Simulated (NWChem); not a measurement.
System: C2H4Cl2Si; SMILES Cl[SiH2]/C=C\Cl

NWChem input:

```
start job
memory heap 200 mb stack 900 mb global 1100 mb
geometry units angstroms noautoz
  Cl     0.414914    -2.565223     0.000000
  C     -1.042857    -1.631036     0.000000
  C     -1.039726    -0.297311     0.000000
  Si     0.522818     0.729586     0.000000
  Cl    -0.047870     2.724116     0.000000
  H     -1.942198    -2.253816     0.000000
  H     -2.017231     0.198360     0.000000
  H      1.337637     0.481712    -1.220876
  H      1.337637     0.481712     1.220876
end
basis spherical
  * library 6-31g*
end
dft
  xc xpbe96 cpbe96
  iterations 150
  mulliken
end
task dft energy
```

Geometry: optimised at PBE0/def2-SVP.

Give the results of this calculation. (PBE/6-31G* (spherical d).) Quantities: energy (Ha); highest occupied level (eV); orbital gap (eV); dipole (D).

The energy (Ha) comes out as -1287.84, the highest occupied level (eV) comes out as -6.63 and the orbital gap (eV) comes out as 4.82. The dipole (D) comes out as 1.92.
